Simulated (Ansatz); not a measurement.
`O[SiH2][SiH2]F` + `[CH3][AlH][OH]` → `[CH3][Al]([OH])[SiH2]O` + `F[SiH3]`  (formal exchange of groups at the Si–Si bond)

Gas-phase electronic energies from Ansatz, PBE0-D4/def2-TZVP geometries. CCSD(T)/CBS adds triple-zeta CCSD(T) − MP2 to the extrapolated MP2 energy (def2 sets, frozen cores). This one scheme is used for every species. DFT in def2-TZVPP. One conformer a species, not always the lowest.

`O[SiH2][SiH2]F`:

```xyz
9

O     0.969    1.659    0.193
Si   -0.029    0.654   -0.660
Si   -0.263   -1.251    0.694
F    -1.236   -2.287   -0.059
H     1.198    2.505   -0.192
H     0.553    0.296   -1.986
H    -1.354    1.286   -0.922
H    -0.875   -0.927    2.009
H     1.037   -1.935    0.922
```

`[CH3][AlH][OH]`:

Cartesian coordinates in Å:
```
C -1.166 0.352 0.349
Al 0.463 -0.427 -0.360
O 1.940 0.281 0.100
H -1.794 0.747 -0.456
H -0.959 1.168 1.045
H -1.769 -0.398 0.872
H 0.502 -1.678 -1.339
H 2.783 -0.045 -0.210
```

`[CH3][Al]([OH])[SiH2]O`:

Cartesian coordinates in Å:
```
C 0.600 0.950 -2.065
Al 0.396 0.539 -0.174
O 1.036 1.680 0.919
Si -0.706 -1.449 0.803
O -0.880 -1.336 2.457
H 0.263 0.139 -2.715
H 0.026 1.846 -2.325
H 1.646 1.165 -2.304
H 1.035 1.541 1.865
H 0.108 -2.681 0.598
H -2.033 -1.722 0.162
H -1.491 -0.673 2.780
```

`F[SiH3]`:

```xyz
5

F     1.274    0.893    0.105
Si   -0.033   -0.023   -0.003
H     0.188   -1.247    0.803
H    -0.243   -0.369   -1.428
H    -1.185    0.746    0.522
```

```tsv
level	ΔE (kcal/mol)	difference from CCSD(T)/CBS
PBE-D4	-1.4	-0.1
HF/def2-TZVPP	-0.2	1.1
MP2/def2-TZVPP	-1.4	-0.1
SCS-MP2/def2-TZVPP	-1.3	0.0
CCSD/def2-TZVPP	-1.3	0.0
CCSD(T)/def2-TZVPP	-1.6	-0.3
HF/def2-QZVPP	-0.2	1.1
SCS-MP2/def2-QZVPP	-1.2	0.1
MP2/CBS(def2)	-1.1	0.2
CCSD/CBS(def2)	-1.0	0.3
CCSD(T)/CBS	-1.3	0
```

Largest T1 diagnostic among the species: 0.012.

In def2-TZVPP, CCSD(T) changes the Hartree–Fock value by −1.3 kcal/mol (the triples alone add −0.3 kcal/mol) and MP2 by −1.2 kcal/mol.
